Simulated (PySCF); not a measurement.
## Vibration and rotation of SnI⁺

RHF-CCSD(T) constants of SnI⁺, ¹Σ⁺ (singlet), closed shell (basis Sn x2c-SVPall, I x2c-SVPall; spin-free X2C with a Gaussian nucleus; PySCF 2.14; masses 119.9022 and 126.9045 u):

| Item | Value |
| --- | --- |
| ωe | 238.4 cm⁻¹ |
| ωexe | 0.398 cm⁻¹ |
| Be | 0.039385 cm⁻¹ |
| αe | 8.88e-05 cm⁻¹ |
| D (centrifugal) | 4.3e-09 cm⁻¹ |
| De to Sn⁺ + I | 3.20 eV |

Estimate the standard entropy (1 bar) and heat capacity of the ideal gas at 1000 K, rigid rotor with B0 and harmonic oscillator at the fundamental.

Translation (Sackur–Tetrode, M = 246.81 u): 202.7 J/(mol K). Rotation: q = kT/(σB0) = 17700 with σ = 1, 89.6. Vibration: x = hcν0/kT = 0.342, 17.28. S° = 309.6 J/(mol K); Cp = 7R/2 + 8.23 = 37.3 J/(mol K).

Correlated steps freeze 36 core orbitals. Correlated levels converge slowly with the basis: in double zeta they bind strong bonds too weakly, by up to about 1 eV, and carry superposition errors of some tenths. Spin–orbit coupling is left out, which matters for elements this heavy, above all for dissociation energies. For an ion De counts to the pair picked by the measured ionisation energies or electron affinities, which need not be the lowest pair at this level. Where the molecule has an RHF reference, its open-shell atoms are computed with UHF.
